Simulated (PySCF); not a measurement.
# Reading the logs of faulty runs: AlGeH5N

Calculated results; nothing here was measured. They come from PySCF 2.14.0, an open-source quantum chemistry program, on an isolated molecule that a program drew, which may never have been made. The molecule is AlGeH5N (charge 0, doublet), drawn as the SMILES string `[AlH2][NH][GeH2]`.

Each row is a Hartree-Fock (HF) and frozen-core CCSD(T) single point in the cc-pV(D+d)Z basis, meant for a local HF minimum. Run 1 is clean. Each other run has one planted mistake out of seven kinds, and not every kind appears here: one electron removed, one electron added, multiplicity raised by two, geometry at a saddle point, minimal basis STO-3G, one bond length entered in bohr, all coordinates scaled. The reference is restricted for singlets and unrestricted otherwise, and also for a bond in bohr. Adding or removing an electron swaps singlet and doublet. Electrons count all cores. HOMO and LUMO are orbital energies over both spins, the gradient is its largest component, and the lowest frequency (negative if imaginary) is given only where the gradient is small. Bond lengths are over the 7 bonds as drawn. T1 is the CCSD diagnostic: over 0.02 (restricted) or 0.045 (unrestricted) a single reference is doubtful. Germanium has the cc-pVDZ-PP basis, with a core potential (ECP10MDF) in place of its 10 inner electrons, and its 3s, 3p and 3d shells are frozen in CCSD(T).

Geometry of the clean run:
```xyz
8
AlGeH5N, angstrom
Al    1.4140    2.8919    2.5251
N     2.3571    3.5034    1.1444
Ge    2.0523    3.3975   -0.6729
H     0.0950    2.0785    2.2357
H     1.9358    3.1904    3.9852
H     3.1835    4.0409    1.3533
H     3.3662    3.0475   -1.4037
H     0.9963    2.3033   -0.9038
```

| run | electrons | basis functions | <S^2> | HOMO (eV) | LUMO (eV) | gradient (hartree/bohr) | lowest frequency (cm^-1) | mean bond (Å) | longest bond (Å) | T1 | HF (hartree) | CCSD(T) (hartree) | mistake |
|---|---|---|---|---|---|---|---|---|---|---|---|---|---|
| 1 | 57 | 85 | 0.755 | -8.32 | 1.31 | 1.8e-05 | 114 | 1.5530 | 1.846 | 0.0169 | -592.65816 | -593.03135 | no fault |
| 2 | 56 | 85 | 0.000 | -15.53 | -6.57 | 7.3e-02 | - | 1.5530 | 1.846 | 0.0263 | -592.38391 | -592.76005 | one electron removed |
| 3 | 57 | 85 | 1.553 | -8.21 | 1.12 | 1.0e-02 | - | 1.7534 | 2.979 | 0.0633 | -592.55599 | -592.92110 | one bond length entered in bohr |
| 4 | 58 | 85 | 0.000 | -0.34 | 5.77 | 6.6e-02 | - | 1.5530 | 1.846 | 0.0283 | -592.63659 | -593.04276 | one electron added |
| 5 | 57 | 85 | 3.784 | -4.26 | -1.76 | 8.3e-02 | - | 1.5530 | 1.846 | 0.0161 | -592.48661 | -592.82539 | multiplicity raised by two |
| 6 | 57 | 85 | 0.767 | -6.48 | 1.82 | 5.9e-05 | -1108 | 1.5410 | 1.838 | 0.0176 | -592.63329 | -593.00962 | ? |

**Which mistake was planted in run 6, and what did it cost?**

The gradient is small, so the point is stationary, but the lowest frequency is imaginary (-1108 cm^-1). So the mistake is: geometry at a saddle point. Subtracting run 1 and multiplying by 627.51 kcal/mol a hartree, the energy moved by 15.6 kcal/mol in HF and 13.6 kcal/mol in CCSD(T).

Cautions from the logs. Run 2: T1 is over the limit, so its CCSD(T) energy is less reliable; run 3: T1 is over the limit, so its CCSD(T) energy is less reliable; run 4: T1 is over the limit, so its CCSD(T) energy is less reliable.
